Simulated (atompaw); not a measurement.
# What one change does to a pseudopotential (molybdenum, PAW (atompaw))

```
Element                 : Mo
Generator               : atompaw 4.2.0.5
Type                    : PAW
Functional              : PBE
Relativity              : scalar-relativistic
Frozen core             : [Ar] 3d10
Valence charge          : 14
Reference configuration : 4s2 4p6 4d5 5s0.5 5p0 (charge +0.5)
Partial waves           : 4s (bound): rc 1.25 bohr; 5s (bound): rc 2.50 bohr; 4p (bound): rc 1.35 bohr; 5p (bound, empty): rc 2.50 bohr; 4d (bound): rc 2.50 bohr; 4d channel at 2.85 Ry: rc 2.40 bohr
Local potential         : bessel scheme, radius 2.40 bohr
Core correction         : smooth core density matched at 1.40 bohr
Augmentation charge     : gaussian compensation charge, radius 2.15 bohr; PAW radius 2.50 bohr; waves and projectors: custom rrkj vanderbiltortho
```

All-electron outer shells of the reference configuration (PBE, scalar-relativistic, ld1.x):

| shell | level (eV) | outermost node (bohr) | outermost maximum (bohr) |
| --- | --- | --- | --- |
| 3d | -224.15 | – | 0.32 |
| 4s | -67.56 | 0.51 | 0.99 |
| 4p | -41.72 | 0.52 | 1.08 |
| 4d | -6.94 | 0.53 | 1.38 |
| 5s | -6.86 | 1.34 | 2.86 |
| 5p | -3.36 | 1.54 | 3.76 |

Change: non-relativistic.

Cutoffs: the cutoffs (Ry, on a coarse ladder) from which the occupation-weighted sum of valence levels, in a spherical-Bessel basis at the reference potential, stays within 10 and 1 mRy of its value at 400 Ry; they do not see the model core or the augmentation charge, which bear on the density cutoff.

What does the change do?

The potential gets neither clearly harder nor softer (45 Ry and 80 Ry → 45 Ry and 80 Ry); the p channel sets the loose cutoff, while the largest relative change is in s, which becomes softer; neither file shows a bound ghost.

| quantity | base | changed |
| --- | --- | --- |
| cutoff, loose | 45 Ry | 45 Ry |
| cutoff, tight | 80 Ry | 80 Ry |
| loose cutoff by channel (10 mRy a level) | s 18 Ry, p 35 Ry, d 15 Ry | s 15 Ry, p 35 Ry, d 15 Ry |
| bound ghosts | none | none |
| s: phases at 2.51 bohr within 0.05 rad from the reference energy up to (Ry; the scan ends near 5) | 4.1 | 4.5 |
| p: phases at 2.51 bohr within 0.05 rad from the reference energy up to (Ry; the scan ends near 5) | 4.8 | 4.8 |
| d: phases at 2.51 bohr within 0.05 rad from the reference energy up to (Ry; the scan ends near 5) | to the end of the scan | to the end of the scan |
| lowest overlap eigenvalue by channel | s 0.45, p 0.49, d 0.90 | s 0.48, p 0.49, d 0.90 |

 The cutoffs see the waves, projectors and local potential, not the compensation charge or the core.
